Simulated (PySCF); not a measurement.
Bond length, frequency and bond energy of InGe by level of theory

State: ⁴Σ⁻ (quartet), unpaired electrons σ ↑, π ↑↑. Set-up: PySCF, scalar-relativistic core potentials, basis sets In cc-pVDZ-PP with ECP28, Ge cc-pVDZ-PP with ECP10. De refers to In + Ge in their high-spin ground configurations, without counterpoise correction. The functionals are run spin-unrestricted. A positive dipole means In(−)Ge(+).

```tsv
Level	Re (Å)	ωe (cm⁻¹)	De (eV)	μ (D)
UHF	2.747	166	1.35	-2.93
UHF-MP2	2.674	187	1.98	n/a
UHF-SCS-MP2	2.683	183	1.77	n/a
UHF-CCSD	2.701	180	1.85	n/a
UHF-CCSD(T)	2.696	181	1.94	n/a
PBE	2.699	171	2.34	-1.60
revPBE	2.722	166	2.17	-1.73
PW91	2.695	172	2.36	-1.57
r²SCAN	2.660	180	2.34	-1.78
PBE0	2.671	180	2.20	-1.90
HSE06	2.673	180	2.23	-1.82
B2PLYP	2.685	179	2.00	-2.14
```

The bond length runs from 2.660 Å (r²SCAN) to 2.747 Å (UHF). De spans 1.35 eV (UHF, mean field) to 2.36 eV (PW91, GGA). Correlation at CCSD(T) changes the Hartree–Fock bond energy by +0.59 eV; the triples alone change it by +0.09 eV.

Correlated steps freeze 8 core orbitals. Correlated levels converge slowly with the basis: in double zeta they bind strong bonds too weakly, by up to about 1 eV, and carry superposition errors of some tenths. Spin–orbit coupling is left out, which matters for elements this heavy, above all for dissociation energies. B2PLYP dipoles, levels and charges come from its SCF part alone. The state is the lowest determinant that a PBE0 search found; another state may lie lower at other levels.
